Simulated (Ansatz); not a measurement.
Ansatz (an electronic-structure program) job for Sn(Br)(OMe) (CH3BrOSn), SMILES C[O][Sn][Br] (connectivity only; charge and spin as stated), neutral, multiplicity 1, PBE0-D3(BJ)/def2-SVP. 

Ansatz 0.2 input:
```yaml
crystal:
  periodic: [false, false, false]
  atoms:
    - {symbol: Sn, position_ang: [0.43847826, -0.23956546, 0.80650549]}
    - {symbol: Br, position_ang: [-1.31814468, 1.06923009, -0.45883202]}
    - {symbol: O, position_ang: [1.32607211, -1.27594688, -0.65596478]}
    - {symbol: C, position_ang: [1.49432265, -1.65740417, -1.99527927]}
    - {symbol: H, position_ang: [0.80111268, -1.12379319, -2.64964374]}
    - {symbol: H, position_ang: [2.51790609, -1.43789425, -2.30676704]}
    - {symbol: H, position_ang: [1.31761943, -2.73109294, -2.09034937]}
basis:
  gaussian:
    orbitals: def2-SVP
hamiltonian:
  xc: pbe0
  dispersion: d3bj
relax: {f_tol: 0.002, max_steps: 200}
```

Output:

```
WARN ansatz: RAYON_NUM_THREADS=1 ignored (pool sized by the plan → 1); use --threads N
Functional definition: PBE0
integrals: 0.05 GiB planned
1168 factors; integrals over basis functions are off by at most 3.1e-4 eV
mean field: 0.52 GiB planned
mean field evaluation 1: about -78984.2402 eV, gradient 5.0e1 eV
mean field evaluation 2: about -78913.8344 eV, gradient 1.7e2 eV
mean field evaluation 4: about -78989.7968 eV, gradient 1.2e1 eV
mean field evaluation 8: about -78990.1178 eV, gradient 1.8e-1 eV
mean field evaluation 16: about -78990.1179 eV, gradient 3.1e-5 eV
mean field -78990.11789612 eV, -2902.8332912576 hartree, gradient 3.1e-5 eV, S^2 0.000000; 0 other end points of the search recorded, 0 dependent functions left out
the calculation of the forces begins
reference -78990.11792284 eV, -2902.8332922396 hartree; 37, 37 occupied and 64, 64 virtual orbitals, 1168 factors
relax step   1: F+E_penalty+E_count = -78990.25967641 eV  Δ(F+E_penalty+E_count) = +0.000e0 eV  max|allowed force component| = 1.023e0 eV/Å  Δτ_max = 0.0000 Å  (27 SCF iters, accepted)
these checks for a lower state are left out or cut short: starts, cluster_reference, orbital_swaps, neighbouring_geometries, increment
integrals: 0.05 GiB planned
1168 factors; integrals over basis functions are off by at most 3.3e-4 eV
mean field: 0.52 GiB planned
mean field -78990.19305565 eV, -2902.8360533191 hartree, gradient 1.3e-5 eV, S^2 0.000000; 0 other end points of the search recorded, 0 dependent functions left out
the calculation of the forces begins
reference -78990.19308226 eV, -2902.8360542972 hartree; 37, 37 occupied and 64, 64 virtual orbitals, 1168 factors
relax step   2: F+E_penalty+E_count = -78990.33829552 eV  Δ(F+E_penalty+E_count) = -7.862e-2 eV  max|allowed force component| = 4.335e-1 eV/Å  Δτ_max = 0.1428 Å  (30 SCF iters, accepted)
these checks for a lower state are left out or cut short: starts, cluster_reference, orbital_swaps, neighbouring_geometries, increment
integrals: 0.06 GiB planned
1168 factors; integrals over basis functions are off by at most 3.4e-4 eV
mean field: 0.52 GiB planned
mean field -78990.23185664 eV, -2902.8374792292 hartree, gradient 1.7e-5 eV, S^2 0.000000; 0 other end points of the search recorded, 0 dependent functions left out
the calculation of the forces begins
reference -78990.23188281 eV, -2902.8374801911 hartree; 37, 37 occupied and 64, 64 virtual orbitals, 1168 factors
relax step   3: F+E_penalty+E_count = -78990.38172430 eV  Δ(F+E_penalty+E_count) = -4.343e-2 eV  max|allowed force component| = 2.835e-1 eV/Å  Δτ_max = 0.1958 Å  (29 SCF iters, accepted)
these checks for a lower state are left out or cut short: starts, cluster_reference, orbital_swaps, neighbouring_geometries, increment
integrals: 0.06 GiB planned
1168 factors; integrals over basis functions are off by at most 3.5e-4 eV
mean field: 0.52 GiB planned
mean field evaluation 32: about -78990.2015 eV, gradient 2.7e-1 eV
mean field -78990.23025777 eV, -2902.8374204719 hartree, gradient 1.3e-5 eV, S^2 0.000000; 0 other end points of the search recorded, 0 dependent functions left out
the calculation of the forces begins
reference -78990.23028351 eV, -2902.8374214178 hartree; 37, 37 occupied and 64, 64 virtual orbitals, 1168 factors
relax step   4: F+E_penalty+E_count = -78990.38447763 eV  Δ(F+E_penalty+E_count) = -2.753e-3 eV  max|allowed force component| = 4.962e-1 eV/Å  Δτ_max = 0.1945 Å  (30 SCF iters, accepted)
these checks for a lower state are left out or cut short: starts, cluster_reference, orbital_swaps, neighbouring_geometries, increment
integrals: 0.06 GiB planned
1168 factors; integrals over basis functions are off by at most 3.4e-4 eV
mean field: 0.53 GiB planned
mean field -78990.23655723 eV, -2902.8376519730 hartree, gradient 2.1e-5 eV, S^2 0.000000; 0 other end points of the search recorded, 0 dependent functions left out
the calculation of the forces begins
reference -78990.23658303 eV, -2902.8376529209 hartree; 37, 37 occupied and 64, 64 virtual orbitals, 1168 factors
relax step   5: F+E_penalty+E_count = -78990.39326722 eV  Δ(F+E_penalty+E_count) = -8.790e-3 eV  max|allowed force component| = 3.856e-1 eV/Å  Δτ_max = 0.1464 Å  (30 SCF iters, accepted)
these checks for a lower state are left out or cut short: starts, cluster_reference, orbital_swaps, neighbouring_geometries, increment
integrals: 0.06 GiB planned
1168 factors; integrals over basis functions are off by at most 3.3e-4 eV
mean field: 0.53 GiB planned
mean field -78990.25498391 eV, -2902.8383291410 hartree, gradient 1.3e-5 eV, S^2 0.000000; 0 other end points of the search recorded, 0 dependent functions left out
the calculation of the forces begins
reference -78990.25500980 eV, -2902.8383300925 hartree; 37, 37 occupied and 64, 64 virtual orbitals, 1168 factors
relax step   6: F+E_penalty+E_count = -78990.41023387 eV  Δ(F+E_penalty+E_count) = -1.697e-2 eV  max|allowed force component| = 7.411e-2 eV/Å  Δτ_max = 0.0876 Å  (31 SCF iters, accepted)
these checks for a lower state are left out or cut short: starts, cluster_reference, orbital_swaps, neighbouring_geometries, increment
integrals: 0.06 GiB planned
1168 factors; integrals over basis functions are off by at most 3.3e-4 eV
mean field: 0.53 GiB planned
mean field -78990.25633078 eV, -2902.8383786375 hartree, gradient 1.4e-5 eV, S^2 0.000000; 0 other end points of the search recorded, 0 dependent functions left out
the calculation of the forces begins
reference -78990.25635670 eV, -2902.8383795899 hartree; 37, 37 occupied and 64, 64 virtual orbitals, 1168 factors
relax step   7: F+E_penalty+E_count = -78990.41104211 eV  Δ(F+E_penalty+E_count) = -8.082e-4 eV  max|allowed force component| = 1.600e-2 eV/Å  Δτ_max = 0.0234 Å  (31 SCF iters, accepted)
these checks for a lower state are left out or cut short: starts, cluster_reference, orbital_swaps, neighbouring_geometries, increment
integrals: 0.06 GiB planned
1168 factors; integrals over basis functions are off by at most 3.3e-4 eV
mean field: 0.53 GiB planned
mean field evaluation 64: about -78990.2568 eV, gradient 1.4e-5 eV
mean field -78990.25676040 eV, -2902.8383944258 hartree, gradient 1.4e-5 eV, S^2 0.000000; 0 other end points of the search recorded, 0 dependent functions left out
the calculation of the forces begins
reference -78990.25678634 eV, -2902.8383953789 hartree; 37, 37 occupied and 64, 64 virtual orbitals, 1168 factors
relax step   8: F+E_penalty+E_count = -78990.41114378 eV  Δ(F+E_penalty+E_count) = -1.017e-4 eV  max|allowed force component| = 2.019e-2 eV/Å  Δτ_max = 0.0129 Å  (24 SCF iters, accepted)
these checks for a lower state are left out or cut short: starts, cluster_reference, orbital_swaps, neighbouring_geometries, increment
integrals: 0.06 GiB planned
1168 factors; integrals over basis functions are off by at most 3.3e-4 eV
mean field: 0.53 GiB planned
mean field -78990.25675364 eV, -2902.8383941773 hartree, gradient 5.4e-5 eV, S^2 0.000000; 0 other end points of the search recorded, 0 dependent functions left out
the calculation of the forces begins
reference -78990.25677957 eV, -2902.8383951303 hartree; 37, 37 occupied and 64, 64 virtual orbitals, 1168 factors
relax step   9: F+E_penalty+E_count = -78990.41115268 eV  Δ(F+E_penalty+E_count) = -8.897e-6 eV  max|allowed force component| = 6.230e-4 eV/Å  Δτ_max = 0.0009 Å  (20 SCF iters, accepted)
integrals: 0.06 GiB planned
1168 factors; integrals over basis functions are off by at most 3.3e-4 eV
mean field: 0.53 GiB planned
mean field -78990.25675364 eV, -2902.8383941773 hartree, gradient 5.4e-5 eV, S^2 0.000000; 1 other end points of the search recorded, 0 dependent functions left out
the calculation of the forces begins
reference -78990.25677957 eV, -2902.8383951303 hartree; 37, 37 occupied and 64, 64 virtual orbitals, 1168 factors
Total energy: -78990.41117861 eV, -2902.8440691903 hartree
Atom 0 at     0.500260    -0.304265     0.780603 Å, force    -0.000031    -0.000077    -0.000008 eV/Å
Atom 1 at    -1.103895     0.831903    -0.864018 Å, force     0.000267     0.000132    -0.000043 eV/Å
Atom 2 at     1.510567    -1.419823    -0.510445 Å, force    -0.000235    -0.000173     0.000623 eV/Å
Atom 3 at     1.426460    -1.583141    -1.894344 Å, force     0.000191     0.000037    -0.000221 eV/Å
Atom 4 at     0.642257    -0.956104    -2.356456 Å, force    -0.000092    -0.000282    -0.000185 eV/Å
Atom 5 at     2.392223    -1.326649    -2.365840 Å, force    -0.000489     0.000094    -0.000257 eV/Å
Atom 6 at     1.209495    -2.638389    -2.139831 Å, force     0.000389     0.000269     0.000091 eV/Å
Dipole moment:     0.197704    -0.120563     0.316497 e Å
```

Self-consistency was reached.
